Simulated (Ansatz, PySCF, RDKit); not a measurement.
Pair of molecules: H2O (SMILES O) (first 3 atoms) with HCl (SMILES Cl); geometry from B3LYP-D3(BJ)/def2-TZVP.
(charge 0, multiplicity 1):
```xyz
5

O      0.21157     0.56182     0.17731
H      0.72368    -0.15698    -0.20990
H     -0.66149     0.51655    -0.22834
Cl     0.08215     0.38190     3.31641
H      0.15798     0.50223     2.01991
```

Counterpoise-corrected where a basis set is named; no monomer relaxation. Rows marked so take none. RDKit's UFF carries no charges.

Correlated levels freeze the cores. Rows in 6-31G* carry no dispersion term and start afresh at each structure (6-31G* with six Cartesian d functions).

Codes used: Ansatz (Gaussian basis) for Hartree–Fock, density functionals and correlated methods; PySCF for 6-31G* rows, the dispersion terms; RDKit for the force fields. Each number belongs to the level named beside it.

| level | interaction energy (kcal/mol) |
|---|---|
| UFF | 32.88 |
| revPBE/def2-TZVPPD | -4.18 |
| revPBE-D3(BJ)/def2-TZVPPD | -5.47 |
| B97M-V/def2-TZVPPD | -6.05 |
| B3LYP/6-31G* (no counterpoise) | -8.86 |
| BHLYP-D3(BJ)/def2-TZVPPD | -6.12 |
| wB97X-V/def2-TZVPPD | -5.72 |
| CCSD/aug-cc-pV(D+d)Z | -4.33 |
| CCSD(T)/aug-cc-pV(D+d)Z | (withheld) |

Q: What belongs in the gaps?

A: 
- CCSD(T)/aug-cc-pV(D+d)Z, interaction energy (kcal/mol): -4.61

Ansatz is a quantum-chemistry and plane-wave program.
